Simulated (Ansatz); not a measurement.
sulfur atom (S), triplet. Base run: B3LYP/3-21G in Ansatz (a quantum-chemistry and plane-wave program).

Here is a job for Ansatz.
Ansatz 0.2 input:
```yaml
crystal:
  periodic: [false, false, false]
  atoms:
    - {symbol: S, position_ang: [0.00000000, 0.00000000, 0.00000000]}
basis:
  gaussian:
    orbitals: 3-21G.json
hamiltonian:
  xc: b3lyp
magnetization: {spin_polarized: true, initial_magnetization: 2}
```
The basis file holds 3-21G in the JSON format of the Basis Set Exchange.

Each row names what was changed in the base input (with any setting that the change needs).

| change | ΔE vs base (mEh) |
|---|---|
| base | 0.000 |
| final_grid = 14, 28, 59 | 0.000 |
| fitting.mean_field = def2-universal-JKFIT | -0.128 |
| final_grid = 10, 20, 41 | 0.000 |
| point_charge = charge:-1.0 position_ang:2.2028, -1.5397, -1.3331 | -9.132 |
| accuracy = high | 0.000 |
| lower_state_search = off | 0.000 |
| lower_state_search = light | 0.000 |
| final_grid = 4, 8, 17 | -0.049 |
| fitting.mean_field = cc-pVTZ-JKFIT | -0.135 |
| point_charge = charge:0.5 position_ang:-0.514, -2.9433, 0.2699 | -6.211 |
